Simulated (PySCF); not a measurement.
All numbers come from PBE in PySCF with Ge def2-TZVP, S def2-TZVP; no relativity; density-fitted integrals. Open shells, if any, are unrestricted.

Task: What shape and geometry does isolated singlet GeS2 take (every ligand bound to Ge)?

Result: Counting electrons, germanium keeps none of its valence electrons outside its bonds, so the VSEPR class is AX2 and the expected shape is linear (D∞h), as computed. The lowest minimum found is a singlet of D∞h symmetry with Ge–S 2.017 Å (×2); S–Ge–S 180.0°. Its harmonic wavenumbers are 122 (πu), 469 (σg+), 643 (σu+) cm⁻¹ and its dipole moment is 0.00 D.
